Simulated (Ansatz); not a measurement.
Start from `[CH3][Ge]([CH3])([F])[F]` and change one atom or group to get `[CH3][Ge]([F])([F])[F]`.

Ansatz, PBE0-D4/def2-TZVP geometries, multiplicity 1. 

Scalar relativity is left out up to krypton.

| property | `[CH3][Ge]([CH3])([F])[F]` |
| --- | --- |
| size of the dipole moment (B3LYP/def2-TZVPP) / D | 3.42 |
| HOMO–LUMO gap (ωB97M-V/def2-TZVPP) / eV | 13.31 |
| HOMO energy (ωB97M-V/def2-TZVPP) / eV | -11.21 |
| LUMO energy (PBE0/def2-TZVPP) / eV | 0.62 |
| HOMO–LUMO gap (PBE/def2-TZVPP) / eV | 7.31 |
| size of the dipole moment (ωB97M-V/def2-TZVPP) / D | 3.40 |

(1) What does the change do to each property? (Estimate.)

Answers

(1) Computed: 
```
                                          property  `[CH3][Ge]([F])([F])[F]`  shift
  size of the dipole moment (B3LYP/def2-TZVPP) / D                      3.66   0.24
           HOMO–LUMO gap (ωB97M-V/def2-TZVPP) / eV                     14.47   1.16
             HOMO energy (ωB97M-V/def2-TZVPP) / eV                    -12.80  -1.59
                LUMO energy (PBE0/def2-TZVPP) / eV                     -0.16  -0.78
               HOMO–LUMO gap (PBE/def2-TZVPP) / eV                      7.69   0.38
size of the dipole moment (ωB97M-V/def2-TZVPP) / D                      3.62   0.22
```

With PBE0 the HOMO falls by 1.53 eV and the LUMO falls by 0.78 eV, so the gap widens by about 0.75 eV. PBE moves the HOMO by -1.36 eV and ωB97M-V by -1.59 eV. The zero-point energy changes by -89.1 kJ/mol with -9 modes. Dipoles are sizes alone; their direction can turn.

B3LYP here is the variant with VWN-RPA as its local correlation; programs differ in this.
